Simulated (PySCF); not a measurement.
**Spinor energies of Mn⁴⁺ (manganese, charge +4)**

Start: [Ar] 3d3; 3d3/2 filled at m_j = -1/2, +1/2, +3/2. Calculated with PySCF 2.14 in an uncontracted even-tempered set (18 s from 0.14 bohr⁻², ratio 2.8; 13 p from 0.18 bohr⁻², ratio 2.8; 9 d from 0.18 bohr⁻², ratio 2.8; 4 f from 0.79 bohr⁻², ratio 3): generalised Hartree-Fock with the X2C-1e Hamiltonian and a Gaussian nucleus; spin-orbit coupling (SO) screened by Boettger's factors.

```json
{"spinor shell": "1s1/2", "electrons": "2", "ε, screened SO (eV)": "-6658.9", "weight of nominal j (screened SO)": "1.000", "rms radius, screened SO (bohr)": "0.0703"}
{"spinor shell": "2s1/2", "electrons": "2", "ε, screened SO (eV)": "-865.03", "weight of nominal j (screened SO)": "1.000", "rms radius, screened SO (bohr)": "0.302"}
{"spinor shell": "2p1/2", "electrons": "2", "ε, screened SO (eV)": "-746.46", "weight of nominal j (screened SO)": "0.981", "rms radius, screened SO (bohr)": "0.272"}
{"spinor shell": "2p3/2", "electrons": "4", "ε, screened SO (eV)": "-734.74", "weight of nominal j (screened SO)": "0.990", "rms radius, screened SO (bohr)": "0.274"}
{"spinor shell": "3s1/2", "electrons": "2", "ε, screened SO (eV)": "-162.98", "weight of nominal j (screened SO)": "1.000", "rms radius, screened SO (bohr)": "0.893"}
{"spinor shell": "3p1/2", "electrons": "2", "ε, screened SO (eV)": "-126.53", "weight of nominal j (screened SO)": "0.653", "rms radius, screened SO (bohr)": "0.940"}
{"spinor shell": "3d3/2", "electrons": "3", "ε, screened SO (eV)": "-73.772", "weight of nominal j (screened SO)": "0.617", "rms radius, screened SO (bohr)": "1.05"}
```

(1) Where does 3p3/2 lie, and what is the 3p spin-orbit splitting (screened SO)?

```csv
quantity,screened SO
E (hartree),-1153.55882
M_J,3/2
⟨J²⟩,6.634
⟨L²⟩,12.000
⟨S²⟩,3.749
```

The determinant has a definite M_J but mixes levels of different J.

Each row is a mean over spinors that exchange with the open shell spreads, by up to 12.277 eV (3p1/2).

Rows whose weight is well below 1 are mixtures of j = l ± 1/2: exchange outweighs spin-orbit coupling there, and the label is only the starting occupation.

Answers

(1) At -123.02 eV, 3.519 eV above 3p1/2.
